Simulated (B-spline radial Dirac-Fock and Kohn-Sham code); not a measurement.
W⁺ 4p3/2: cross section and angular parameters

System: W⁺, [Xe] 4f14 5d4 6s1; threshold 427.2 eV (orbital energy of the model). Model: Dirac-Hartree-Slater photoionisation with a Latter tail; cross sections with all multipoles, angular parameters from the dipole term and its interference with E2. Program: a B-spline atomic structure program.

For linearly polarised light dσ/dΩ = σ/(4π) [1 + β P₂(cos θ) + (δ + γ cos²θ) sin θ cos φ], with θ from the polarisation vector and φ the angle between the beam and the projection of the electron momentum on the plane normal to the polarisation.

| hν (eV) | σ (kb) | β | γ | δ |
| --- | --- | --- | --- | --- |
| 438 | 238 | -0.931 | -0.141 | 0.058 |
| 556 | 210 | 0.191 | -0.112 | 0.093 |
| 600 | 199 | 0.419 | -0.018 | 0.089 |
| 615 | 195 | 0.482 | 0.013 | 0.086 |
| 618 | ? | ? | ? | ? |
| 788 | 157 | 0.960 | 0.257 | 0.055 |
| 800 | 154 | 0.981 | 0.266 | 0.053 |
| 833 | 148 | 1.036 | 0.287 | 0.048 |
| 1140 | 102 | 1.348 | 0.313 | 0.018 |
| 1160 | 99.6 | 1.361 | 0.309 | 0.017 |
| 1360 | 80.1 | 1.463 | 0.255 | 0.009 |
| 2000 | 44.1 | 1.625 | 0.073 | 0.001 |
| 2984.4 | 21.8 | 1.711 | -0.042 | 0.003 |
| 3740 | 14.1 | 1.734 | -0.029 | 0.006 |
| 4710 | 8.85 | 1.742 | 0.055 | 0.009 |
| 5414.7 | 6.59 | 1.740 | 0.142 | 0.011 |
| 5960 | 5.35 | 1.736 | 0.218 | 0.012 |
| 6770 | 4.02 | 1.727 | 0.336 | 0.015 |
| 9340 | 1.90 | 1.688 | 0.715 | 0.023 |
| 12000 | 1.03 | 1.642 | 1.079 | 0.032 |

Task: Give the values at 618 eV.

Result: σ = 194 kb, β = 0.494, γ = 0.019, δ = 0.086.

Values without a named source are computed, but for edge energies of neutral atoms, which are taken from tables.
